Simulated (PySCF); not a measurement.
Computed IR spectrum (relative IR intensity) of a molecule C3H4BrCl. The structure is a stationary point at PBE0-D3(BJ)/def2-SVP. Other conformers were not sampled. Calculation: PBE0-D3(BJ)/def2-SVP (PySCF 2.14.0). Frequencies are harmonic and unscaled.

Lines under 2 % of the strongest are left out, and lines within 2 cm⁻¹ are merged.

ν (cm⁻¹): 452 (m), 699 (vs), 765 (w), 1002 (m), 1058 (m), 1138 (vs), 1293 (w), 1416 (m), 1475 (m) (against the strongest line: vs over 80 %, s over 45 %, m over 15 %, w over 4 %, vw less)

Q: Which molecule gave these data?
A) C/C(Cl)=C\Br
B) C/C(Br)=C\Cl
C) C/C=C(\Cl)Br
D) ClC1(Br)CC1

A: D, ClC1(Br)CC1
